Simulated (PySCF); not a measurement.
This PySCF input asks for the NMR shieldings of `[NH3+][AlH2-][C@@]1(C(F)F)CC[C@H]1F`, C5H11AlF3N; the geometry comes from GFN2-xTB.

```python
import basis_set_exchange as bse
import numpy as np
from pyscf import gto, dft
from pyscf.prop import nmr

atoms = """
N     2.689593   -0.049371    0.104896
Al    1.004725   -1.152493    0.498887
C    -0.370807    0.361036    0.028137
C    -0.278933    1.681569    0.736706
F     0.684404    1.639709    1.716850
F    -1.420035    2.059818    1.381805
C    -1.002012    0.408744   -1.383267
C    -1.904741   -0.766225   -0.984212
C    -1.488116   -0.577923    0.463140
F    -0.884692   -1.755249    1.013896
H     2.781395    0.668972    0.820160
H     2.808046    0.376631   -0.810375
H     3.437500   -0.720531    0.244033
H     1.116432   -2.143971   -0.698515
H     1.450631   -1.412895    1.967114
H    -0.001773    2.510318    0.064326
H    -1.561849    1.323635   -1.580801
H    -0.321194    0.213802   -2.211923
H    -2.967167   -0.664338   -1.193439
H    -1.540410   -1.718984   -1.365444
H    -2.239917   -0.265312    1.187555
"""
names = dict.fromkeys(["N", "Al", "C", "F", "H"], "pcSseg-1")
basis = {el: gto.basis.parse(bse.get_basis(n, elements=[el], fmt="nwchem")) for el, n in names.items()}
mol = gto.M(atom=atoms, basis=basis, charge=0, verbose=0)
mf = dft.RKS(mol, xc="PBE0")
mf.grids.level = 2
mf.grids.alignment = dft.numint.BLKSIZE   # the property module wants whole blocks of grid points
mf.conv_tol = 1e-9
mf.kernel()

calc = nmr.RKS(mf)   # GIAO
C = mf.mo_coeff
Co = C[:, mf.mo_occ > 0]
resp = mf.gen_response(singlet=True, hermi=2)
def vind(x):   # induced exchange potential for any number of trial vectors
    d = np.einsum("pi,xij,qj->xpq", C, 2 * x.reshape(-1, C.shape[1], Co.shape[1]), Co, optimize=True)
    return np.einsum("xpq,pi,qj->xij", resp(d - d.transpose(0, 2, 1)), C, Co, optimize=True).ravel()
mo1, _ = nmr.rhf.solve_mo1(calc, with_cphf=vind)
sigma = calc.kernel(mo1)
for i, s in enumerate(sigma):   # ppm
    print("%2d %-2s %9.2f" % (i, mol.atom_pure_symbol(i), np.trace(s) / 3))
```

Problem. What are the results?

Solution. 
```
 0 N     228.90
 1 Al    456.85
 2 C     140.73
 3 C      59.21
 4 F     286.27
 5 F     308.04
 6 C     167.94
 7 C     159.02
 8 C      82.22
 9 F     328.01
10 H      29.22
11 H      29.74
12 H      29.92
13 H      27.63
14 H      27.79
15 H      25.72
16 H      30.13
17 H      29.50
18 H      29.27
19 H      28.83
20 H      25.65
```

These numbers come from an equivalent density-fitted implementation of the same equations, which agrees with the script to about 0.01 ppm for H and up to a few tenths of a ppm for heavy atoms, so last digits may differ.

Size and cost of the density-fitted run: 232 basis functions, 100 s wall time on 1 thread of an Intel Xeon, shared host; peak memory 1.1 GiB.
